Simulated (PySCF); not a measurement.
Assigning NMR signals

Atoms are numbered as in `[CH:1]#[C:2][CH2:3]/[CH:4]=[CH:5]/[C:6](=[CH2:7])[CH3:8]`. Hydrogens are named by the atom that carries them. Ha(C7) is cis to C5; Hb(C7) is trans to C5.

- σ from GIAO-PBE0/pcSseg-1
- GFN2-xTB structure
- program: PySCF
- relativity neglected, a single conformation, gas phase, rapidly exchanging positions averaged

δ = σ(ref) − σ, references computed at the same level: ¹³C (186.93 ppm) and ¹H (31.72 ppm) against TMS.

(1) Assign these signals to the numbered atoms. ¹³C{¹H} NMR (computed): δ 149.6, 142.0, 133.0, 124.1, 86.4, 76.1, 27.0, 21.3.

(2) Assign these signals to the numbered atoms. ¹H NMR (400 MHz, computed): δ 6.37 (d, 1H), 5.76 (m, 1H), 5.33 (m, 1H), 5.23 (m, 1H), 3.13 (m, 2H), 1.97 (s, 3H), 1.48 (t, 1H).

Answers

(1) 
| δ (ppm) | atoms | environment | reason |
| --- | --- | --- | --- |
| 149.6 | C6 | fully substituted alkene carbon | an sp2 carbon of a C=C bond |
| 142.0 | C5 | alkene CH | the olefinic region |
| 133.0 | C4 | alkene CH | – |
| 124.1 | C7 | terminal =CH2 carbon | the olefinic region |
| 86.4 | C2 | alkyne carbon | the triple bond shields along its axis, which puts it between sp3 and sp2 carbons |
| 76.1 | C1 | terminal alkyne carbon | sp carbons lie upfield of alkene carbons because the cylindrical π system leaves one tensor component strongly shielded |
| 27.0 | C3 | allylic sp3 CH2 | aliphatic region, no heteroatom directly attached |
| 21.3 | C8 | allylic methyl carbon | a saturated carbon with 1 carbon neighbour and no heteroatom attached |

(2) 
6.37 → H(C5), hydrogen on an alkene CH: attached to an sp2 carbon and in the plane of the double bond
5.76 → H(C4), hydrogen on an alkene CH
5.33 → Hb(C7), hydrogen on a terminal =CH2 carbon: attached to an sp2 carbon and in the plane of the double bond
5.23 → Ha(C7), hydrogen on a terminal =CH2 carbon
3.13 → H(C3), hydrogen on an allylic sp3 CH2: allylic position
1.97 → H(C8), hydrogen on an allylic methyl carbon: allylic position
1.48 → H(C1), hydrogen on a terminal alkyne carbon: it lies on the axis of the triple bond, in its shielding cone

Hb(C7) and Ha(C7) lie closer than the usual error of such a calculation, so a measured spectrum could show them in the other order.

Shifts are as computed. Against solution values, carbons near 30 ppm lie about +3 ppm off and those near 130 ppm about +5 ppm. Of 1211 compounds with measured shifts, 218 miss one by over three times the rms of a fit or turn the order of signals round; such compounds aren't used in these exercises. Multiplicities follow the n + 1 count of equivalent neighbours, as no J values were calculated; m marks all less simple cases, F and P coupling included.
